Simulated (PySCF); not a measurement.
Series SiXY, Y = chloro, computed as singlets and as triplets. Isolated molecules, 0 K electronic values unless said otherwise. One relaxed conformer stands for each flexible species; it need not be the lowest. Strings in code marks are SMILES.

A: X = H, multiplicity 3 (`[SiH]Cl` (excited triplet))
B: X = isocyano, multiplicity 3 (`[C-]#[N+][Si]Cl` (excited triplet))
C: X = isocyano, multiplicity 1 (`[C-]#[N+][Si]Cl` (lower singlet))
D: X = silyl, multiplicity 1 (`[SiH3][Si]Cl` (lower singlet))
E: X = ethynyl, multiplicity 1 (`C#C[Si]Cl` (lower singlet))

Question: Rank these by dipole moment (lowest first), as PySCF 2.14.0 with PBE-D3(BJ)/def2-TZVP // PBE0-D3(BJ)/def2-TZVP gives it.

Answer: D (0.66 D), A (0.77 D), E (1.76 D), C (2.28 D), B (2.67 D)
